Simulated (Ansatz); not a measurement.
Consider the ligand exchange at a B–O bond: `BOC(O)[SiH3]` + `C[SiH](F)P` → `BP[SiH](C)F` + `OC(O)[SiH3]`.

Computed with Ansatz on PBE0-D4/def2-TZVP structures; ΔE is electronic, products minus reactants. CBS: MP2 limit from def2 TZ/QZ plus the TZ coupled-cluster correction, frozen cores. DFT in def2-TZVPP. B3LYP here is the variant with VWN-RPA as its local correlation; programs differ in this. HSE06 is defined as in plane-wave codes. One conformer a species, not always the lowest.

`BOC(O)[SiH3]`:

Cartesian coordinates in Å:
```
B -1.007 1.094 1.516
O -0.133 0.164 1.098
C 0.435 0.195 -0.212
O 1.819 0.262 -0.131
Si -0.020 -1.424 -1.117
H -1.306 2.006 0.789
H -1.450 0.971 2.619
H 0.019 1.072 -0.733
H 2.078 1.125 0.210
H 0.553 -2.575 -0.380
H -1.502 -1.522 -1.157
H 0.514 -1.369 -2.502
```

`C[SiH](F)P`:

Z-matrix (Å, degrees):
```
C
Si 1 1.856
H 1 1.093 2 110.3
H 1 1.093 2 110.6 3 119.7
H 1 1.092 2 111.0 3 -119.9
F 2 1.607 1 108.0 3 -178.5
P 2 2.250 1 115.4 3 61.7
H 2 1.487 1 111.1 3 -61.0
H 7 1.422 2 93.9 1 33.3
H 7 1.423 2 91.1 1 -60.1
```

`BP[SiH](C)F`:

Z-matrix (Å, degrees):
```
Si
P 1 2.228
F 1 1.604 2 108.6
C 1 1.854 2 114.1 3 119.9
H 1 1.483 2 105.6 3 -115.3
B 2 1.845 1 104.7 3 161.9
H 2 1.412 1 105.5 3 -85.8
H 4 1.093 1 110.4 2 -176.2
H 4 1.092 1 111.0 2 -56.1
H 4 1.092 1 110.1 2 63.8
H 6 1.194 2 118.4 1 -46.7
H 6 1.193 2 120.5 1 140.2
```

`OC(O)[SiH3]`:

Cartesian coordinates in Å:
```
O -0.055 -0.616 -1.503
C -0.173 0.378 -0.520
O 0.902 1.287 -0.553
Si -0.312 -0.506 1.168
H -0.045 -0.187 -2.366
H -1.056 1.006 -0.700
H 1.709 0.803 -0.347
H -1.378 -1.538 1.161
H -0.602 0.508 2.214
H 1.008 -1.134 1.447
```

Is it downhill or uphill in electronic energy at CCSD(T)/CBS, and by how much? (Estimate.)

Ansatz gave: Uphill: ΔE = +92.2 kJ/mol.

What do these levels give: HSE06-D4, CAM-B3LYP-D4, PBE-QIDH, B3LYP, BHLYP, HF/def2-QZVPP? (An estimate is asked.)

Ansatz gave: HSE06-D4 84.7, CAM-B3LYP-D4 102.8, PBE-QIDH 89.2, B3LYP 98.3, BHLYP 102.2, HF/def2-QZVPP 109.3 kJ/mol.

What do rigid-rotor, harmonic-oscillator terms from PBE0-D4/def2-TZVP frequencies (298.15 K, 1 bar) make of the CCSD(T)/CBS value? (An estimate is asked.)

Computed: ΔZPE = +4.7 kJ/mol, ΔH = +97.4 kJ/mol, ΔS = 2 J/(mol·K), ΔG = +96.8 kJ/mol. Modes under 50 cm⁻¹ make the entropy rough.

Largest T1 diagnostic among the species: 0.015.

At CCSD(T), def2-SVP lies +17.4 kJ/mol from the extrapolated value and def2-TZVPP +3.2 kJ/mol. From BLYP to BHLYP (50 % exact exchange), in def2-TZVPP and without D4, ΔE moves by +5.1 kJ/mol.
